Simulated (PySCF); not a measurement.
**Relaxation of doublet As(OH)2**

Computed with PySCF, UPBE0, basis As def2-TZVP, O def2-TZVP, H def2-TZVP (no relativity, density fitting). A (50,194) grid was used.

A hand-made linear (heavy-atom frame) start, of C2h symmetry, held to at least that symmetry:

Coordinates in bohr (charge 0 multiplicity 2):
```
As    0.0000    0.0000    0.0000
O     0.0000    0.0000    3.4771
O     0.0000    0.0000   -3.4771
H    -1.3897    0.0000    4.6432
H     1.3897    0.0000   -4.6432
```

Optimiser trace:
```json
{"step": "0", "E − E(last) (kJ/mol)": "3.40", "largest gradient (Eh/bohr)": "0.00704"}
{"step": "1", "E − E(last) (kJ/mol)": "1.62", "largest gradient (Eh/bohr)": "0.00305"}
{"step": "2", "E − E(last) (kJ/mol)": "0.85", "largest gradient (Eh/bohr)": "0.00316"}
{"step": "3", "E − E(last) (kJ/mol)": "0.27", "largest gradient (Eh/bohr)": "0.00274"}
{"step": "4", "E − E(last) (kJ/mol)": "0.04", "largest gradient (Eh/bohr)": "0.00092"}
{"step": "5", "E − E(last) (kJ/mol)": "0.00", "largest gradient (Eh/bohr)": "0.00016"}
{"step": "6", "E − E(last) (kJ/mol)": "0.00", "largest gradient (Eh/bohr)": "0.00002"}
```

It ends at C2h with As–O 1.869 Å (×2), O–H 0.966 Å (×2); As–O–H 120.3° (×2), O–As–O 180.0°. A frequency run shows 2 imaginary modes, down to 296i cm⁻¹, so it is a higher-order saddle point. Other isomers or separated fragments may lie lower.

Final geometry:
```xyz
5
charge 0 multiplicity 2, angstrom
As    0.0000    0.0000    0.0000
O     0.0597    0.0000    1.8677
O    -0.0597    0.0000   -1.8677
H    -0.7576    0.0000    2.3818
H     0.7576    0.0000   -2.3818
```
